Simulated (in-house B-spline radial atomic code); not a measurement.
A calculation on the ytterbium ion Yb²⁺ (an excited or competing configuration): its settings, and results tabulated from the run. All numbers are computed (Dirac-Hartree-Fock, average of configuration; Fermi nucleus of rms radius 5.3108 fm) with an all-electron radial atomic-structure program (B-spline basis), not measured.

Command:
```bash
python run_scf.py task.json out
```
Settings (nuclear radius in fm, mass in u):
```
Z                70
configuration    [Xe] 4f13 8g1
hamiltonian      dirac
method           hf
spin_polarised   False
nucleus          fermi
rms_radius       5.3108
atomic_mass      173.93887
speed_of_light   137.035999084
```

Output (hartree, bohr):
```
 radial grid: 90 intervals, B-splines of order 8, outer radius 102 bohr

 iter        energy (Eh)    residual
    1      -14065.817649    6.16e-01
    2      -14066.284515    5.37e-02
    3      -14066.324027    1.11e-02
    4      -14066.326606    5.88e-03
    5      -14066.326998    2.17e-03
    6      -14066.327053    1.19e-03
    7      -14066.327090    2.75e-04
    8      -14066.327092    1.23e-05
    9      -14066.327092    1.35e-06
   10      -14066.327092    4.07e-07

 total energy                    -14066.32709
 kinetic                           15619.8894
 electron-nucleus                 -34860.4772
 electron-electron                  5174.2607

 first-order corrections (not in the total)
   Gaunt                            15.8239
   retardation                      -1.6723
   frequency dependence             -0.2507
   self-energy                      11.3346
   Uehling                          -2.0022
   Wichmann-Kroll                    0.0730
   recoil                            0.0278

 orbital      occ     eigenvalue          <r>       <r^2>       <1/r>     <1/r^3>       r_max    small
 1s1/2      2.000     -2268.8347    0.0196597 0.000529866     80.6115           -     0.01237  6.90e-02
 2s1/2      2.000      -390.1132    0.0826885  0.00814223     19.4805           -     0.07071  1.55e-02
 2p1/2      2.000      -371.2749    0.0688055  0.00587451      19.408           -     0.05303  1.55e-02
 2p3/2      4.000      -332.7097    0.0762637  0.00708168     16.6797     13438.3     0.05942  1.42e-02
 3s1/2      2.000       -90.9592     0.215677   0.0533184     7.15517           -      0.1993  5.06e-03
 3p1/2      2.000       -82.6709     0.205841   0.0493486     7.05722           -      0.1874  4.98e-03
 3p3/2      4.000       -74.3448     0.219661    0.056001     6.36157     3001.74      0.2005  4.61e-03
 3d3/2      4.000       -60.4366     0.193494   0.0440131     6.23117     508.018      0.1582  4.47e-03
 3d5/2      6.000       -58.6370     0.197784   0.0458552     6.06271     440.881      0.1618  4.36e-03
 4s1/2      2.000       -19.9151     0.488102    0.268996      2.9678           -      0.4556  1.60e-03
 4p1/2      2.000       -16.5137     0.496706    0.280879     2.85515           -      0.4577  1.52e-03
 4p3/2      4.000       -14.6084     0.527062    0.316083     2.62692     673.021      0.4849  1.39e-03
 4d3/2      4.000        -8.9957     0.553787    0.356156     2.39904     97.6236       0.487  1.19e-03
 4d5/2      6.000        -8.6402     0.565055    0.370645     2.34002     83.1337      0.4962  1.16e-03
 5s1/2      2.000        -3.5391      1.20836     1.64103     1.09549           -       1.076  3.12e-04
 5p1/2      2.000        -2.4843      1.33674     2.02184    0.979925           -       1.165  2.56e-04
 5p3/2      4.000        -2.2266      1.43244     2.32013    0.902122     83.0194       1.246  2.23e-04
 4f5/2      5.571        -1.7587     0.705886    0.638153     1.82683     13.4656      0.4818  7.53e-04
 4f7/2      7.429        -1.7012     0.718361    0.662705     1.79884     12.8466      0.4876  7.35e-04
 8g7/2      0.444        -0.0703      28.6462     926.841   0.0469604 0.000596025       32.55  1.88e-06
 8g9/2      0.556        -0.0703      28.6451     926.781   0.0469647 0.000596465       32.55  1.88e-06
```

Time taken, with all properties: 3.8 s on 1 thread of Arm Neoverse V2, on a shared host.

For the Dirac Hamiltonian the kinetic term is c α·p + (β - 1)c².
